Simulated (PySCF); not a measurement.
## The second ionisation energy along group 12

Calculated with PySCF 2.14 from differences of total energies of unrestricted determinants, without spin-orbit coupling. Values in eV. The last column holds reference values (NIST; (s) semi-empirical, (t) theoretical, else measured). Unmarked ones compare directly (S terms, centres of terms, or small fine structure); those marked * lie between the lowest fine-structure levels and include a spin-orbit shift.

| element | configurations | UHF | MP2 (valence) | SCS-MP2 (valence) | CCSD (valence) | CCSD(T) (valence) | reference |
| --- | --- | --- | --- | --- | --- | --- | --- |
| Zn (def2-TZVP, non-relativistic) | [Ar] 3d10 4s1 → [Ar] 3d10 | 16.589 | 17.263 | 17.144 | 17.177 | 17.219 | 17.964 |
| Cd (def2-TZVP with the def2 core potential (28 electrons), ECP) | [Kr] 4d10 5s1 → [Kr] 4d10 | 15.586 | 16.383 | 16.244 | 16.294 | 16.324 | 16.908 |
| Hg (def2-TZVP with the def2 core potential (60 electrons), ECP) | [Xe] 4f14 5d10 6s1 → [Xe] 4f14 5d10 | 17.144 | 18.500 | 18.320 | 18.325 | 18.353 | 18.757 |

```
           method  elements  mean error (eV)  mean absolute error (eV)  largest error (eV)
              UHF         3           -1.437                     1.437              -1.612
    MP2 (valence)         3           -0.495                     0.495              -0.702
SCS-MP2 (valence)         3           -0.640                     0.640              -0.820
   CCSD (valence)         3           -0.611                     0.611              -0.787
CCSD(T) (valence)         3           -0.578                     0.578              -0.746
```

Errors include the incompleteness of the basis and the frozen core.

"Valence" correlates the outer s and p shells and, in groups 3 to 12 and the f block, the outer d or f shell, open or full, or the next shell where the ion has no valence electron left; the wider scheme adds the next inner shell.
